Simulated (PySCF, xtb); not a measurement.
C9H6N4, SMILES C1=CC2=NC=CC3=NC=CC(=N1)N23.

GFN2-xTB (xtb) at its own geometry gives an orbital gap of 1.95 eV and a dipole moment of 0.00 D.

The structure is a stationary point at r2SCAN-D4/def2-SVP.

Problem. What does PBE/def2-SVP (PySCF) give? (An estimate is asked for; the answer gives what the named calculation found.)

Solution. gap 1.86 eV (levels -4.93 and -3.07 eV), dipole 0.00 D.
